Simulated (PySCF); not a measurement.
C₄H₉GeNSi.
Structure used (PBE0-D3(BJ)/def2-SVP), in Å, numbered top down from 1:
```
atom  x, y, z in Å
C1     3.6850    0.5731    0.0188
N2     2.5811   -0.0772    0.6651
C3     1.5600   -0.3887   -0.0215
Si4    0.1047   -1.2549    0.8136
C5    -1.4430   -0.3862    0.3363
C6    -2.4450    0.2257   -0.0106
Ge7   -4.0099    1.1711   -0.5365
H8     3.5348    0.7465   -1.0658
H9     3.8746    1.5391    0.5146
H10    4.5961   -0.0300    0.1643
H11    1.5096   -0.1632   -1.1130
H12    0.0117   -2.6657    0.3277
H13    0.2780   -1.2326    2.2909
H14   -4.5295    0.5722   -1.8516
H15   -5.0673    1.0276    0.5673
H16   -3.6485    2.6503   -0.7359
```

The calculation used TDDFT CAM-B3LYP/def2-SVPD, vertical, gas phase, core orbitals frozen in the response (PySCF). Relativistic effects, spin–orbit coupling among them, are left out although an element past zinc is present.

Frontier orbitals with the atoms that hold most of them (Löwdin shares over 4%, at most four atoms; ? is withheld):

```
orbital  ε (eV)                             atoms
 HOMO-3  -10.15    N2 33%, C3 26%, C1 13%, Si4 6%
 HOMO-2   -9.48     C5 35%, C6 34%, N2 7%, Ge7 7%
 HOMO-1   -9.34                                 ?
   HOMO   -8.58                                 ?
   LUMO       ?    N2 26%, C3 24%, Si4 12%, C6 8%
 LUMO+1    0.62  C6 25%, C5 25%, Ge7 15%, Si4 15%
 LUMO+2    0.78  Ge7 35%, C6 15%, C5 13%, H14 10%
```

Problem. Give the leading atoms of the HOMO.

Solution. N2 (bonded to 2 C) 49%; C3 (bonded to N, Si and H) 15%; C1 (bonded to N and 3 H) 9%; H11 (bonded to C) 7%. By element: nitrogen 49%, carbon 24% or more, hydrogen 7% or more.

Problem. Which atoms hold the HOMO-1, and with what shares?

Solution. C5 (bonded to C and Si) 36%; C6 (bonded to C and Ge) 36%; Si4 (bonded to 2 C and 2 H) 7%; Ge7 (bonded to C and 3 H) 6%. By element: carbon 71% or more, silicon 7%, germanium 6%.

Problem. What is the LUMO energy, and the HOMO–LUMO gap?

Solution. ε(LUMO) = 0.14 eV; the gap is 8.72 eV (0.3204 hartree).

Problem. How does S1 compare with the orbital gap of 8.72 eV?

Solution. S1 is at 4.43 eV (f = 0.0045), 4.28 eV below the gap, made of HOMO→LUMO (79%), HOMO→LUMO+3 (9%). Without the coupling terms of the response equations the lowest excitation would equal the gap.

Next come S2 at 5.57 eV (f 0.0001), HOMO-2→LUMO+1 (24%), HOMO-1→LUMO (21%), HOMO-1→LUMO+1 (19%); S3 at 5.81 eV (f 0.0066), HOMO-2→LUMO+1 (30%), HOMO-1→LUMO (20%), HOMO-1→LUMO+2 (13%); S4 at 5.82 eV (f 0.0035), HOMO-1→LUMO+1 (30%), HOMO-2→LUMO (19%), HOMO-2→LUMO+2 (14%); S5 at 6.74 eV (f 0.191), HOMO→LUMO+3 (32%), HOMO→LUMO+2 (16%), HOMO→LUMO+1 (13%).

Löwdin shares depend on the basis, the more so with diffuse functions.

One conformer stands for the species.
